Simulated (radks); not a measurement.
Values are calculated unless marked as measured or tabulated.
Task: These are the eigenvalues of the occupied orbitals of an atom or ion with whole-number occupations (eV). Code: a radial shooting solver on a logarithmic mesh with Libxc functionals. Model: non-relativistic Kohn-Sham, PBE, spin-polarised, spherical densities, point nucleus.

orbital  eigenvalue
1s down   -76073.08
1s up     -76073.07
2s up     -13616.84
2s down   -13616.52
2p up     -13137.35
2p down   -13137.17
3s up     -4010.417
3s down   -4004.049
3p up     -3785.646
3p down   -3779.910
3d up     -3366.861
3d down   -3362.818
4s up     -1589.311
4s down   -1582.713
4p up     -1490.174
4p down   -1483.536
4d up     -1309.494
4d down   -1302.593
4f up     -1074.566

Which element is it, and in what charge state? The configuration may be excited. Open shells, if any, are filled with parallel spins first.

Result: Z = 80, mercury, charge +30: Hg30+ in [Kr] 4d10 4f4. The list shows which subshells hold electrons but not how many an open one holds; the 1s level, -2795.6 hartree, gives Z - s = 74.8 by -(Z - s)^2/2, which with screening narrows Z to a few neighbours, and the depths of the outer levels then fix element, charge and occupations together.
